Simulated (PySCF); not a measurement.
# Ar³⁺ (argon, charge +3) across methods

[Ne] 3s2 3p3, high-spin 4S determinant. Computed with PySCF 2.14 in aug-cc-pV(T+d)Z with one added diffuse shell each of s, p, d, f type (7s6p5d3f, 71 functions), with the non-relativistic Hamiltonian (point nucleus). The B2PLYP total includes its PT2 part (frozen core); its orbital energies are those of the SCF part.

| method | E (hartree) | mean ε 3s α (eV) | mean ε 3s β (eV) | mean ε 3p α (eV) | Σ⟨r²⟩ (bohr²) | ⟨S²⟩ |
| --- | --- | --- | --- | --- | --- | --- |
| PBE0 | -524.2923 | -70.502 | -64.078 | -53.745 | 12.04 | 3.750 |
| r2SCAN | -524.4175 | -68.683 | -62.361 | -52.400 | 12.04 | 3.750 |
| r2SCANh | -524.4186 | -69.847 | -63.022 | -53.152 | 12.04 | 3.750 |
| MN15 | -524.3510 | -69.955 | -64.484 | -54.543 | 11.97 | 3.750 |
| BHandHLYP | -524.4697 | -73.566 | -65.919 | -55.532 | 12.06 | 3.751 |
| UHF | -523.86113 | -79.844 | -67.460 | -59.213 | 12.12 | 3.751 |
| PBE | -524.2490 | -67.069 | -62.351 | -51.618 | 12.04 | 3.750 |
| B2PLYP | -524.3362 | -73.826 | -65.627 | -55.642 | 12.07 | 3.751 |
| LDA | -522.8227 | -66.797 | -62.613 | -51.531 | 12.06 | 3.750 |
